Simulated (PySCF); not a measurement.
Molfile (atoms numbered from 1):
```
C5H9FO
     RDKit          3D

 16 15  0  0  0  0  0  0  0  0999 V2000
   -1.9378   -0.8403   -0.0774 C   0  0  0  0  0  0  0  0  0  0  0  0
   -0.6098   -0.1475   -0.1146 C   0  0  0  0  0  0  0  0  0  0  0  0
    0.5209   -0.7814   -0.4095 C   0  0  0  0  0  0  0  0  0  0  0  0
    1.8920   -0.1582   -0.4263 C   0  0  0  0  0  0  0  0  0  0  0  0
    2.5169   -0.1970    0.8380 O   0  0  0  0  0  0  0  0  0  0  0  0
   -0.6500    1.3225    0.2204 C   0  0  0  0  0  0  0  0  0  0  0  0
    0.1906    1.6233    1.2750 F   0  0  0  0  0  0  0  0  0  0  0  0
   -2.3389   -0.8286    0.9357 H   0  0  0  0  0  0  0  0  0  0  0  0
   -2.6501   -0.3293   -0.7244 H   0  0  0  0  0  0  0  0  0  0  0  0
   -1.8444   -1.8720   -0.4032 H   0  0  0  0  0  0  0  0  0  0  0  0
    0.4893   -1.8442   -0.6015 H   0  0  0  0  0  0  0  0  0  0  0  0
    1.8379    0.8778   -0.7920 H   0  0  0  0  0  0  0  0  0  0  0  0
    2.5466   -0.7272   -1.0909 H   0  0  0  0  0  0  0  0  0  0  0  0
    1.9959    0.3378    1.4494 H   0  0  0  0  0  0  0  0  0  0  0  0
   -0.3152    1.9407   -0.6209 H   0  0  0  0  0  0  0  0  0  0  0  0
   -1.6514    1.6326    0.5304 H   0  0  0  0  0  0  0  0  0  0  0  0
  1  2  1  0
  2  3  2  0
  3  4  1  0
  4  5  1  0
  2  6  1  0
  6  7  1  0
  1  8  1  0
  1  9  1  0
  1 10  1  0
  3 11  1  0
  4 12  1  0
  4 13  1  0
  5 14  1  0
  6 15  1  0
  6 16  1  0
M  END
```

Non-relativistic Hamiltonian, rapidly exchanging positions averaged, a single conformation, isolated molecule. Geometry: GFN2-xTB; shieldings: GIAO PBE0/pcSseg-1; PySCF.

Predict the 2D correlation tables (HSQC, COSY, HMBC).

Results:



HSQC (one-bond C–H):
| δH | δC |
| --- | --- |
| 6.52 (H11) | 143.3 (C3) |
| 5.21 (H15/H16) | 85.5 (C6) |
| 4.30 (H12/H13) | 62.6 (C4) |
| 1.95 (H8/H9/H10) | 27.0 (C1) |

COSY cross peaks (H two or three bonds apart, from the bond graph; peaks can be absent where the dihedral angle is near 90°):
| δH | δH |
| --- | --- |
| 6.52 (H11) | 4.30 (H12/H13) |

HMBC (two and three bonds, from the bond graph):
| δH | δC |
| --- | --- |
| 6.52 (H11) | 145.1 (C2), 85.5 (C6), 62.6 (C4), 27.0 (C1) |
| 5.21 (H15/H16) | 145.1 (C2), 143.3 (C3), 27.0 (C1) |
| 4.30 (H12/H13) | 145.1 (C2), 143.3 (C3) |
| 1.95 (H8/H9/H10) | 145.1 (C2), 143.3 (C3), 85.5 (C6) |

Chemical shifts δ = σref − σ; TMS for ¹H and ¹³C, all at this level.

Short H···H contacts in this conformer between protons four or more bonds apart (candidates for NOE cross peaks, intensity ∝ r⁻⁶): H10···H11 2.34 Å, H12···H15 2.41 Å, H9···H16 2.53 Å.

The OH or NH signal is concentration- and solvent-dependent in practice; the value given is the gas-phase one. Shifts are as computed. Against solution values, carbons near 30 ppm lie about +3 ppm off and those near 130 ppm about +5 ppm. Of 1211 compounds with measured shifts, 218 miss one by over three times the rms of a fit or turn the order of signals round; such compounds aren't used in these exercises.
